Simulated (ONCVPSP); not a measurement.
Varying the ONCV potential for osmium (Os)

Base potential:

- Element: osmium (Os)
- Generator: ONCVPSP 4.0.1
- Type: optimised norm-conserving Vanderbilt (ONCV)
- Functional: PBEsol
- Relativity: scalar-relativistic
- Frozen core: [Kr] 4d10 4f14
- Valence charge: 16
- Reference configuration: 5s2 5p6 5d6 6s1.5 6p0.5
- Partial waves: 5s+6s: rc 1.55 bohr, ncon 4, nbas 8, qcut 8.9 1/bohr, 2 projectors; 5p+6p: rc 1.65 bohr, ncon 5, nbas 9, qcut 8.7 1/bohr, 2 projectors; 5d: rc 2.40 bohr, ncon 4, nbas 9, qcut 7 1/bohr, 2 projectors, debl 3.5 Ha; f scattering state at 0.1 Ha: rc 2.30 bohr, ncon 3, nbas 8, qcut 4.5 1/bohr, 1 projector
- Local potential: polynomial inside 0.95 bohr (lpopt 2, dvloc0 0 Ha)
- Core correction: polynomial model core, fcfact 0.5

Cutoffs, loose and tight: the cutoffs (Ha) at which the residual kinetic energy of the hardest occupied pseudo-wave falls to 1 and 0.1 mHa per electron. They do not see the model core or the augmentation charge, which bear on the density cutoff. Test errors are all-electron minus pseudo excitation energies from the reference, over the configurations 5s2 5p6 5d6 6s2 6p0; 5s2 5p6 5d6 6s1 6p0; 5s2 5p6 5d6 6s0 6p0; 5s2 5p6 5d4 6s0 6p0. A dash means not determined; rows that change the core or the reference have their own tests. The largest error is taken over the tests solved by every variant that gives reliable tests at all: 5s2 5p6 5d6 6s0 6p0; 5s2 5p6 5d6 6s1 6p0; 5s2 5p6 5d6 6s2 6p0.

A true bound ghost makes a file unfit for plane-wave use even where its test errors are small: the radial tests pick states by their node count and pass the ghost by.

```csv
change,outcome,"cutoff, loose","cutoff, tight",bound ghosts,GHOST(+) flags above zero,largest test error (meV)
base,generated,28 Ha,33 Ha,d,s,-10
s: qcut 6.7; p: qcut 6.5; d: qcut 5.3; f: qcut 3.4,generated,19 Ha,80 Ha,none,"s, f",-11
s: qcut 7.3; p: qcut 7.1; d: qcut 5.7; f: qcut 3.7,generated,21 Ha,50 Ha,none,"s, f",-10
s: qcut 8.4; p: qcut 8.2; d: qcut 6.6; f: qcut 4.2,generated,26 Ha,31 Ha,none,s,-10
s: qcut 9.7; p: qcut 9.5; d: qcut 7.6; f: qcut 4.9,generated,31 Ha,37 Ha,none,s,-10
s: qcut 10.7; p: qcut 10.5; d: qcut 8.4; f: qcut 5.4,"failed: ERROR pspot: first pseudo wave function has node, program will stop",–,–,–,–,–
s: qcut 11.4; p: qcut 11.1; d: qcut 8.9; f: qcut 5.8,"failed: ERROR pspot: first pseudo wave function has node, program will stop",–,–,–,–,–
s: qcut 12.2; p: qcut 11.9; d: qcut 9.6; f: qcut 6.2,"failed: ERROR pspot: first pseudo wave function has node, program will stop",–,–,–,–,–
s: qcut 12.8; p: qcut 12.5; d: qcut 10.1; f: qcut 6.5,"failed: ERROR pspot: first pseudo wave function has node, program will stop",–,–,–,–,–
```

(1) What comes out with this change to the base: s: qcut 5.6; p: qcut 5.4; d: qcut 4.4; f: qcut 2.8?

(2) What comes out with this change to the base: s: qcut 8.8; p: qcut 8.6?

Results:

(1) outcome: generated; cutoff, loose: 24 Ha; cutoff, tight: 87 Ha; bound ghosts: none; GHOST(+) flags above zero: s, d, f; largest test error (meV): -12.

(2) outcome: generated; cutoff, loose: 27 Ha; cutoff, tight: 33 Ha; bound ghosts: d; GHOST(+) flags above zero: s; largest test error (meV): -10.
